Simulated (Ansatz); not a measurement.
Molecule: GeH3 (charge 0, doublet). SMILES: [GeH3]
Geometry from a B3LYP-D3(BJ)/def2-TZVP (Ansatz, a first-principles code) optimisation:
```
Ge
H 1 1.5431
H 1 1.5431 2 110.72
H 1 1.5431 2 110.72 3 -123.21
```
Charge 0, spin multiplicity 2.

Wanted: vertical ionisation energy (to the singlet state of charge +1; each state is the SCF solution reached for its spin; the molecule has degenerate orbitals, so one determinant may break the symmetry), in eV. Valence correlation only, unless marked. Open shells are spin-unrestricted. Spin-orbit coupling is left out. Frozen are the shells of the preceding noble gas and the d and f shells that filled before the atom's block. No relativistic terms. Basis-set limits of correlation are two-point, X^-3; Hartree-Fock from the larger set.

CCSD(T)/CBS(aug-cc-pVTZ,aug-cc-pVQZ) (Ansatz) gives 8.69 eV.

Another calculation gave 8.68 eV. Which level was it?
A) B3LYP/def2-TZVPD (Ansatz)
B) wB97X-V/def2-TZVPD (Ansatz)
C) r2SCAN/def2-TZVPD (Ansatz)

B, wB97X-V/def2-TZVPD (Ansatz). The others give 8.82 (B3LYP), 8.95 (r2SCAN) eV.
